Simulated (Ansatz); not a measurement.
Calculation: r2SCAN-D4/def2-TZVP in Ansatz (a quantum-chemistry and plane-wave program). No frequencies were computed at this level.

Ansatz 0.2 input:
```yaml
crystal:
  periodic: [false, false, false]
  atoms:
    - { symbol: C, position_ang: [1.843635, 0.078802, 0.104597] }
    - { symbol: Al, position_ang: [-0.127926, 0.366514, -0.056786] }
    - { symbol: C, position_ang: [-1.489228, -1.093635, 0.049603] }
    - { symbol: O, position_ang: [-0.66065, 1.907722, -0.291073] }
    - { symbol: H, position_ang: [2.115724, -0.971933, 0.213289] }
    - { symbol: H, position_ang: [2.37435, 0.463628, -0.77034] }
    - { symbol: H, position_ang: [2.254189, 0.609779, 0.96767] }
    - { symbol: H, position_ang: [-1.050004, -2.073732, 0.240591] }
    - { symbol: H, position_ang: [-2.215884, -0.903014, 0.844015] }
    - { symbol: H, position_ang: [-2.064536, -1.172292, -0.876806] }
    - { symbol: H, position_ang: [-0.979668, 2.788163, -0.424759] }
basis:
  gaussian: { orbitals: def2-tzvp }
hamiltonian:
  xc: r2scan
  dispersion: d4
relax:
  max_steps: 150
```

Output:

```
Functional definition: r2SCAN
1078 factors; their error is unknown
mean field evaluation 1: about -10812.6806 eV, gradient 1.0e2 eV
mean field evaluation 2: about -10782.4544 eV, gradient 1.5e2 eV
mean field evaluation 4: about -10832.7198 eV, gradient 9.1e0 eV
mean field evaluation 8: about -10832.9195 eV, gradient 4.5e-2 eV
mean field evaluation 16: about -10832.8957 eV, gradient 9.8e-5 eV
mean field -10832.89569870 eV, -398.1015741267 hartree, gradient 1.6e-5 eV, S^2 0.000000; 0 other end points of the search recorded, 0 dependent functions left out
reference -10832.89571289 eV, -398.1015746483 hartree; 20, 20 occupied and 152, 152 virtual orbitals, 1078 factors
relax step   1: F+E_penalty+E_count = -10832.93733095 eV  Δ(F+E_penalty+E_count) = +0.000e0 eV  max|allowed force component| = 1.047e0 eV/Å  Δτ_max = 0.0000 Å  (29 SCF iters, accepted)
these checks for a lower state are left out or cut short: starts, cluster_reference, orbital_swaps, neighbouring_geometries, increment
1078 factors; their error is unknown
mean field -10832.93064248 eV, -398.1028582869 hartree, gradient 1.2e-5 eV, S^2 0.000000; 0 other end points of the search recorded, 0 dependent functions left out
reference -10832.93065664 eV, -398.1028588075 hartree; 20, 20 occupied and 152, 152 virtual orbitals, 1078 factors
relax step   2: F+E_penalty+E_count = -10832.97256853 eV  Δ(F+E_penalty+E_count) = -3.524e-2 eV  max|allowed force component| = 5.537e-1 eV/Å  Δτ_max = 0.0404 Å  (32 SCF iters, accepted)
these checks for a lower state are left out or cut short: starts, cluster_reference, orbital_swaps, neighbouring_geometries, increment
1078 factors; their error is unknown
mean field evaluation 32: about -10832.9369 eV, gradient 1.1e-5 eV
mean field -10832.93693985 eV, -398.1030897109 hartree, gradient 1.1e-5 eV, S^2 0.000000; 0 other end points of the search recorded, 0 dependent functions left out
reference -10832.93695400 eV, -398.1030902310 hartree; 20, 20 occupied and 152, 152 virtual orbitals, 1078 factors
relax step   3: F+E_penalty+E_count = -10832.97897229 eV  Δ(F+E_penalty+E_count) = -6.404e-3 eV  max|allowed force component| = 7.517e-2 eV/Å  Δτ_max = 0.0139 Å  (32 SCF iters, accepted)
these checks for a lower state are left out or cut short: starts, cluster_reference, orbital_swaps, neighbouring_geometries, increment
1078 factors; their error is unknown
mean field -10832.93717343 eV, -398.1030982949 hartree, gradient 1.1e-5 eV, S^2 0.000000; 0 other end points of the search recorded, 0 dependent functions left out
reference -10832.93718758 eV, -398.1030988151 hartree; 20, 20 occupied and 152, 152 virtual orbitals, 1078 factors
relax step   4: F+E_penalty+E_count = -10832.97918388 eV  Δ(F+E_penalty+E_count) = -2.116e-4 eV  max|allowed force component| = 1.850e-2 eV/Å  Δτ_max = 0.0048 Å  (34 SCF iters, accepted)
these checks for a lower state are left out or cut short: starts, cluster_reference, orbital_swaps, neighbouring_geometries, increment
1078 factors; their error is unknown
mean field -10832.93724051 eV, -398.1031007603 hartree, gradient 1.1e-5 eV, S^2 0.000000; 0 other end points of the search recorded, 0 dependent functions left out
reference -10832.93725467 eV, -398.1031012805 hartree; 20, 20 occupied and 152, 152 virtual orbitals, 1078 factors
relax step   5: F+E_penalty+E_count = -10832.97924848 eV  Δ(F+E_penalty+E_count) = -6.459e-5 eV  max|allowed force component| = 2.481e-2 eV/Å  Δτ_max = 0.0021 Å  (33 SCF iters, accepted)
these checks for a lower state are left out or cut short: starts, cluster_reference, orbital_swaps, neighbouring_geometries, increment
1078 factors; their error is unknown
mean field -10832.78016554 eV, -398.0973283615 hartree, gradient 1.0e-5 eV, S^2 0.000000; 0 other end points of the search recorded, 0 dependent functions left out
reference -10832.78017961 eV, -398.0973288785 hartree; 20, 20 occupied and 152, 152 virtual orbitals, 1078 factors
relax step   6: F+E_penalty+E_count = -10832.82189701 eV  Δ(F+E_penalty+E_count) = +1.574e-1 eV  max|allowed force component| = 3.378e0 eV/Å  Δτ_max = 0.1953 Å  (37 SCF iters, rejected (line search))
these checks for a lower state are left out or cut short: starts, cluster_reference, orbital_swaps, neighbouring_geometries, increment
1078 factors; their error is unknown
mean field -10832.94415447 eV, -398.1033548436 hartree, gradient 2.2e-5 eV, S^2 0.000000; 0 other end points of the search recorded, 0 dependent functions left out
reference -10832.94416861 eV, -398.1033553630 hartree; 20, 20 occupied and 152, 152 virtual orbitals, 1078 factors
relax step   7: F+E_penalty+E_count = -10832.98614354 eV  Δ(F+E_penalty+E_count) = -6.895e-3 eV  max|allowed force component| = 1.233e-1 eV/Å  Δτ_max = 0.0519 Å  (31 SCF iters, accepted)
these checks for a lower state are left out or cut short: starts, cluster_reference, orbital_swaps, neighbouring_geometries, increment
1078 factors; their error is unknown
mean field evaluation 64: about -10832.9658 eV, gradient 3.8e-1 eV
mean field -10832.96600786 eV, -398.1041579407 hartree, gradient 7.8e-6 eV, S^2 0.000000; 0 other end points of the search recorded, 0 dependent functions left out
reference -10832.96602193 eV, -398.1041584577 hartree; 20, 20 occupied and 152, 152 virtual orbitals, 1078 factors
relax step   8: F+E_penalty+E_count = -10833.00795178 eV  Δ(F+E_penalty+E_count) = -2.181e-2 eV  max|allowed force component| = 7.948e-1 eV/Å  Δτ_max = 0.1000 Å  (32 SCF iters, accepted)
these checks for a lower state are left out or cut short: starts, cluster_reference, orbital_swaps, neighbouring_geometries, increment
1078 factors; their error is unknown
mean field -10833.02129877 eV, -398.1061898444 hartree, gradient 2.5e-5 eV, S^2 0.000000; 0 other end points of the search recorded, 0 dependent functions left out
reference -10833.02131263 eV, -398.1061903537 hartree; 20, 20 occupied and 152, 152 virtual orbitals, 1078 factors
relax step   9: F+E_penalty+E_count = -10833.06323901 eV  Δ(F+E_penalty+E_count) = -5.529e-2 eV  max|allowed force component| = 7.989e-1 eV/Å  Δτ_max = 0.1500 Å  (29 SCF iters, accepted)
these checks for a lower state are left out or cut short: starts, cluster_reference, orbital_swaps, neighbouring_geometries, increment
1078 factors; their error is unknown
mean field -10833.07234499 eV, -398.1080657582 hartree, gradient 9.3e-6 eV, S^2 0.000000; 0 other end points of the search recorded, 0 dependent functions left out
reference -10833.07235857 eV, -398.1080662571 hartree; 20, 20 occupied and 152, 152 virtual orbitals, 1078 factors
relax step  10: F+E_penalty+E_count = -10833.11427216 eV  Δ(F+E_penalty+E_count) = -5.103e-2 eV  max|allowed force component| = 3.259e-1 eV/Å  Δτ_max = 0.2000 Å  (29 SCF iters, accepted)
these checks for a lower state are left out or cut short: starts, cluster_reference, orbital_swaps, neighbouring_geometries, increment
1078 factors; their error is unknown
mean field -10833.07964072 eV, -398.1083338714 hartree, gradient 1.6e-5 eV, S^2 0.000000; 0 other end points of the search recorded, 0 dependent functions left out
reference -10833.07965420 eV, -398.1083343668 hartree; 20, 20 occupied and 152, 152 virtual orbitals, 1078 factors
relax step  11: F+E_penalty+E_count = -10833.12157134 eV  Δ(F+E_penalty+E_count) = -7.299e-3 eV  max|allowed force component| = 1.401e-1 eV/Å  Δτ_max = 0.1006 Å  (31 SCF iters, accepted)
these checks for a lower state are left out or cut short: starts, cluster_reference, orbital_swaps, neighbouring_geometries, increment
1078 factors; their error is unknown
mean field evaluation 96: about -10833.0805 eV, gradient 1.1e-5 eV
mean field -10833.08050324 eV, -398.1083655683 hartree, gradient 1.1e-5 eV, S^2 0.000000; 0 other end points of the search recorded, 0 dependent functions left out
reference -10833.08051669 eV, -398.1083660628 hartree; 20, 20 occupied and 152, 152 virtual orbitals, 1078 factors
relax step  12: F+E_penalty+E_count = -10833.12244782 eV  Δ(F+E_penalty+E_count) = -8.765e-4 eV  max|allowed force component| = 3.291e-2 eV/Å  Δτ_max = 0.0236 Å  (32 SCF iters, accepted)
these checks for a lower state are left out or cut short: starts, cluster_reference, orbital_swaps, neighbouring_geometries, increment
1078 factors; their error is unknown
mean field -10833.08058978 eV, -398.1083687488 hartree, gradient 1.1e-5 eV, S^2 0.000000; 0 other end points of the search recorded, 0 dependent functions left out
reference -10833.08060323 eV, -398.1083692431 hartree; 20, 20 occupied and 152, 152 virtual orbitals, 1078 factors
relax step  13: F+E_penalty+E_count = -10833.12253376 eV  Δ(F+E_penalty+E_count) = -8.594e-5 eV  max|allowed force component| = 9.315e-3 eV/Å  Δτ_max = 0.0162 Å  (32 SCF iters, accepted)
1078 factors; their error is unknown
mean field evaluation 128: about -10833.0806 eV, gradient 8.8e-6 eV
mean field -10833.08058978 eV, -398.1083687488 hartree, gradient 1.1e-5 eV, S^2 0.000000; 1 other end points of the search recorded, 0 dependent functions left out
reference -10833.08060323 eV, -398.1083692431 hartree; 20, 20 occupied and 152, 152 virtual orbitals, 1078 factors
Total energy: -10833.12254721 eV, -398.1099106558 hartree
Atom 0 at     1.857920     0.045061     0.105655 Å, force    -0.001328     0.002434    -0.008006 eV/Å
Atom 1 at    -0.051600     0.376310    -0.056207 Å, force    -0.002273    -0.000809     0.009315 eV/Å
Atom 2 at    -1.456496    -0.976942     0.042933 Å, force     0.001468    -0.000555    -0.005726 eV/Å
Atom 3 at    -0.472682     2.012099    -0.301497 Å, force     0.000973    -0.000981    -0.000986 eV/Å
Atom 4 at     2.108859    -1.015484     0.185920 Å, force    -0.000842    -0.000233    -0.001304 eV/Å
Atom 5 at     2.400024     0.453063    -0.753494 Å, force     0.001241    -0.000623     0.002168 eV/Å
Atom 6 at     2.267025     0.547730     0.988461 Å, force    -0.001669     0.001044     0.001952 eV/Å
Atom 7 at    -1.067705    -1.977354     0.251077 Å, force    -0.000129     0.000112     0.000363 eV/Å
Atom 8 at    -2.188834    -0.741655     0.822560 Å, force    -0.000752     0.001590     0.001328 eV/Å
Atom 9 at    -2.018605    -1.036288    -0.895723 Å, force     0.000895    -0.000372     0.001842 eV/Å
Atom 10 at    -1.377905     2.313462    -0.389682 Å, force     0.002414    -0.001606    -0.000947 eV/Å
Dipole moment:    -0.221185    -0.150914     0.008181 e Å
```

Cost: around 60 core-seconds (rough).
